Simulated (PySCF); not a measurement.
These compounds are isomers of formula C4H14Si3.

A. SMILES [SiH3][SiH]([SiH3])C1CCC1
B. `[SiH3]C([SiH3])([SiH3])C1CC1`
C. SMILES CC(=C)C([SiH3])([SiH3])[SiH3]

Spectrum 1. ¹³C{¹H} NMR (computed): δ 14.8 (CH), 4.9 (CH2), -7.2 (C).

Spectrum 2. ¹³C{¹H} NMR (computed): δ 30.5 (CH2), 25.8 (CH2), 20.5 (CH).

Spectrum 3. ¹³C{¹H} NMR (computed): δ 154.2 (C), 121.3 (CH2), 26.7 (CH3), 1.2 (C).

No relativistic terms, one averaged value for each set of equivalent atoms, no solvent, one conformer. PBE0-D3(BJ)/def2-SVP structure; shielding tensors at PBE0/pcSseg-1 (GIAO); PySCF.

Shifts are taken against calculated references (same method and geometry level): ¹³C against TMS. Shifts are as computed. Against solution values, carbons near 30 ppm lie about +2 ppm off and those near 130 ppm about +5 ppm. Of 1309 compounds with measured shifts, 239 miss one by over three times the rms of a fit or turn the order of signals round; such compounds aren't used in these exercises.

Question: Which spectrum belongs to which compound?

Answer: 1–B, 2–A, 3–C.

- Spectrum 1 (B): 3 ¹³C signals; δC 14.8 is a three-membered-ring carbon; δC 4.9 is a three-membered-ring carbon.
- Spectrum 2 (A): 3 ¹³C signals; δC 30.5 is an sp3 CH2 in a ring; δC 25.8 is an sp3 CH2 in a ring.
- Spectrum 3 (C): 4 ¹³C signals; δC 154.2 is a fully substituted alkene carbon; δC 121.3 is a terminal =CH2 carbon.
